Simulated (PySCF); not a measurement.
**Atomic charges against the basis set**

Compound: CH₈OSi₂.
Structure used (PBE0-D3(BJ)/def2-SVP), in Å, numbered top down from 1:
```xyz
12
CH8OSi2 angstrom
C      2.0954    0.4943    0.0121
Si     0.5549   -0.4019   -0.6086
Si    -1.4107    0.6594    0.1247
O     -2.7859   -0.1641   -0.3595
H      2.1335    1.5225   -0.3788
H      3.0071   -0.0292   -0.3137
H      2.1032    0.5446    1.1115
H      0.5568   -0.4715   -2.1053
H      0.5469   -1.8159   -0.1046
H     -1.5294    2.0249   -0.4641
H     -1.3487    0.8069    1.6190
H     -2.8436   -1.0855   -0.0912
```

PBE0 throughout (PySCF), one geometry, spherical d and f functions. The structure is a single PBE0-D3(BJ)/def2-SVP conformer in the gas phase; no vibrational or solvent corrections. Atoms taken as equivalent share a column and are averaged. The first 7 of 8 kinds of atom are listed.

Mulliken charges (e):

| basis | functions | C1 | Si2 | Si3 | O4 | H5/H6/H7 | H8/H9 | H10/H11 |
| --- | --- | --- | --- | --- | --- | --- | --- | --- |
| STO-3G | 36 | -0.391 | +0.408 | +0.517 | -0.430 | +0.072 | -0.125 | -0.129 |
| 6-31G | 60 | -0.809 | +0.354 | +0.675 | -0.798 | +0.199 | -0.094 | -0.118 |
| pcSseg-0 | 60 | -1.143 | +0.303 | +0.626 | -0.826 | +0.267 | -0.011 | -0.064 |
| 6-31G* | 80 | -0.762 | +0.220 | +0.523 | -0.738 | +0.203 | -0.060 | -0.085 |
| def2-SVP | 104 | -0.360 | +0.175 | +0.455 | -0.421 | +0.084 | -0.059 | -0.090 |
| cc-pVDZ | 104 | -0.269 | +0.087 | +0.383 | -0.362 | +0.073 | -0.044 | -0.070 |
| pcSseg-1 | 122 | -0.627 | +0.233 | +0.591 | -0.566 | +0.150 | -0.062 | -0.104 |
| 6-311+G(2d,p) | 172 | -0.676 | +0.311 | +0.483 | -0.632 | +0.164 | -0.061 | -0.064 |
| aug-cc-pVDZ | 172 | +0.378 | -0.227 | +0.030 | -0.707 | -0.238 | +0.272 | +0.282 |
| def2-TZVP | 184 | -0.501 | +0.077 | +0.313 | -0.531 | +0.146 | -0.022 | -0.037 |
| IGLO-III | 238 | -0.617 | +0.508 | +0.728 | -0.632 | +0.149 | -0.168 | -0.178 |
| cc-pVTZ | 240 | -0.391 | +0.072 | +0.326 | -0.365 | +0.112 | -0.036 | -0.054 |

IAO charges (e):

| basis | functions | C1 | Si2 | Si3 | O4 | H5/H6/H7 | H8/H9 | H10/H11 |
| --- | --- | --- | --- | --- | --- | --- | --- | --- |
| STO-3G | 36 | -0.641 | +0.478 | +0.622 | -0.574 | +0.130 | -0.123 | -0.131 |
| 6-31G | 60 | -0.685 | +0.313 | +0.584 | -0.737 | +0.164 | -0.071 | -0.090 |
| pcSseg-0 | 60 | -0.683 | +0.279 | +0.571 | -0.709 | +0.163 | -0.058 | -0.085 |
| 6-31G* | 80 | -0.691 | +0.402 | +0.700 | -0.768 | +0.157 | -0.106 | -0.129 |
| def2-SVP | 104 | -0.683 | +0.413 | +0.701 | -0.761 | +0.153 | -0.109 | -0.133 |
| cc-pVDZ | 104 | -0.690 | +0.405 | +0.692 | -0.766 | +0.156 | -0.106 | -0.128 |
| pcSseg-1 | 122 | -0.696 | +0.417 | +0.709 | -0.776 | +0.156 | -0.108 | -0.132 |
| 6-311+G(2d,p) | 172 | -0.714 | +0.431 | +0.723 | -0.800 | +0.161 | -0.112 | -0.134 |
| aug-cc-pVDZ | 172 | -0.702 | +0.411 | +0.697 | -0.791 | +0.159 | -0.105 | -0.126 |
| def2-TZVP | 184 | -0.716 | +0.436 | +0.733 | -0.800 | +0.161 | -0.115 | -0.138 |
| IGLO-III | 238 | -0.717 | +0.436 | +0.728 | -0.803 | +0.161 | -0.114 | -0.136 |
| cc-pVTZ | 240 | -0.714 | +0.425 | +0.721 | -0.795 | +0.161 | -0.111 | -0.134 |

Some averages cover members that differ in this geometry, most widely: H5/H6/H7, Mulliken in aug-cc-pVDZ -0.313 to -0.199; H10/H11, Mulliken in cc-pVTZ -0.071 to -0.036; H10/H11, IAO in 6-31G -0.106 to -0.073; H10/H11, IAO in pcSseg-0 -0.101 to -0.069 e.

Task: Which scheme is steadiest as the basis changes?

Result: Largest range over the bases for any column: IAO 0.23 e, Mulliken 1.52 e. IAO charges move least and Mulliken charges most, counted in e. Without the minimal STO-3G basis the ranges are IAO 0.16, Mulliken 1.52 e.

Task: How much do the charges still move between the two largest bases, IGLO-III and cc-pVTZ?

Result: At most, over all atoms: Mulliken 0.436 e, IAO 0.011 e.

Task: What do the same runs give for the total energy, the frontier levels and the dipole moment?

Result: 
```csv
basis,energy (Eh),HOMO (eV),LUMO (eV),μ (D)
STO-3G,-688.5534,-3.92,6.30,1.15
6-31G,-696.6395,-7.53,-0.12,2.26
pcSseg-0,-695.8001,-7.73,-0.27,1.88
6-31G*,-696.7380,-7.43,-0.14,1.68
def2-SVP,-696.5124,-7.51,-0.11,1.56
cc-pVDZ,-696.7803,-7.43,-0.09,1.52
pcSseg-1,-696.7523,-7.64,-0.35,1.63
"6-311+G(2d,p)",-696.8466,-7.61,-0.70,1.67
aug-cc-pVDZ,-696.7975,-7.57,-0.70,1.58
def2-TZVP,-696.8590,-7.58,-0.50,1.58
IGLO-III,-696.8636,-7.60,-0.50,1.57
cc-pVTZ,-696.8591,-7.55,-0.39,1.50
```

The dipole is fixed by the density alone, so its range of 1.11 D shows that the density itself changes with the basis, not only its division among atoms.
